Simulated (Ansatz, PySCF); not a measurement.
Species: GeIF2, net charge 0, doublet state. SMILES: [F][Ge]([F])[I]
Geometry: optimised at B3LYP-D3(BJ)/def2-TZVP (Ansatz, a quantum-chemistry and plane-wave program).

Wanted: atomisation energy, in kcal/mol. Set-up: no spin-orbit coupling; six Cartesian d functions in 6-31G* and its kin unless marked 5d; dispersion terms only where a functional's name holds one; atomisation electronic, to ground-state atoms; def2 sets with scalar-relativistic core potentials past Kr; valence correlation only (noble-gas shells and the d and f shells of earlier blocks); STO-3G and 3-21G all-electron and non-relativistic; LANL2DZ with its own core potentials from Na on; UHF or UKS for open shells. First-principles rows: single points at B3LYP-D3(BJ) geometries (Ansatz).

```json
[
 {"level": "HF/STO-3G", "program": "Ansatz", "atomisation energy (kcal/mol)": "171.5"},
 {"level": "HF/3-21G", "program": "Ansatz", "atomisation energy (kcal/mol)": "162.2"},
 {"level": "HF/6-31G* with LANL2DZ past Ar", "program": "Ansatz", "atomisation energy (kcal/mol)": "155.6"},
 {"level": "SVWN5/6-31G* with LANL2DZ past Ar", "program": "Ansatz", "atomisation energy (kcal/mol)": "319.9"},
 {"level": "PBE/STO-3G", "program": "Ansatz", "atomisation energy (kcal/mol)": "332.2"},
 {"level": "PBE/LANL2DZ", "program": "Ansatz", "atomisation energy (kcal/mol)": "257.3"},
 {"level": "BP86/def2-SVP", "program": "PySCF", "atomisation energy (kcal/mol)": "288.1"},
 {"level": "B3LYP/3-21G", "program": "Ansatz", "atomisation energy (kcal/mol)": "272.1"},
 {"level": "B3LYP/6-31G* with LANL2DZ past Ar", "program": "Ansatz", "atomisation energy (kcal/mol)": "257.2"},
 {"level": "PBE0/6-31G* with LANL2DZ past Ar", "program": "Ansatz", "atomisation energy (kcal/mol)": "255.1"},
 {"level": "M06-2X/6-31G* with LANL2DZ past Ar (5d)", "program": "PySCF", "atomisation energy (kcal/mol)": "261.0"},
 {"level": "MP2/STO-3G", "program": "Ansatz", "atomisation energy (kcal/mol)": "208.1"},
 {"level": "MP2/LANL2DZ", "program": "Ansatz", "atomisation energy (kcal/mol)": "218.2"},
 {"level": "PBE/def2-TZVPD", "program": "Ansatz", "atomisation energy (kcal/mol)": "291.9"}
]
```

No value to compare with is used here. The 13 habitual levels span 155.6 (HF/6-31G* with LANL2DZ past Ar) to 332.2 kcal/mol (PBE/STO-3G); PBE/def2-TZVPD gives 291.9.

The levels are drawn from those run, B3LYP/6-31G* more often than the rest, none by its result; left out are runs that failed, that the program found above a lower state of the same kind, or whose <S^2> lies over 0.5 above the pure value.
